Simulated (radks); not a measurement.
Task: Spherical jellium clusters: N electrons in a uniform positive sphere of charge N and radius rs N^(1/3), rs = 4.17 bohr. Calculated with a radial shooting solver with Libxc functionals: non-relativistic Kohn-Sham, PBEsol, spin-polarised, spherical densities. Levels are named by radial order and angular momentum (1s, 1p, 1d, 2s, ...), and open shells are averaged over m. Each electron was tried in the lowest free levels, single moves between levels near the top were tried too, and the lowest total energy was kept; such a search can miss a lower state. The series stops at N = 15: beyond it a trial failed or the search could not be trusted, so later rows were left out. Give the order in which the levels fill up to N = 15, the shell closures and the spin along the way.

Result: Shells are first occupied in the order 1s, 1p, 1d. Open shells at each N (closed shells left out): 1: 1s(up 1, down 0); 2: none; 3: 1p(up 1, down 0); 4: 1p(up 2, down 0); 5: 1p(up 3, down 0); 6: 1p(up 3, down 1); 7: 1p(up 3, down 2); 8: none; 9: 1d(up 1, down 0); 10: 1d(up 2, down 0); 11: 1d(up 3, down 0); 12: 1d(up 4, down 0); 13: 1d(up 5, down 0); 14: 1d(up 5, down 1); 15: 1d(up 5, down 2). All shells are closed at N = 2, 8 (there: 1s2 1p6). Largest 2S: 5, at N = 13.
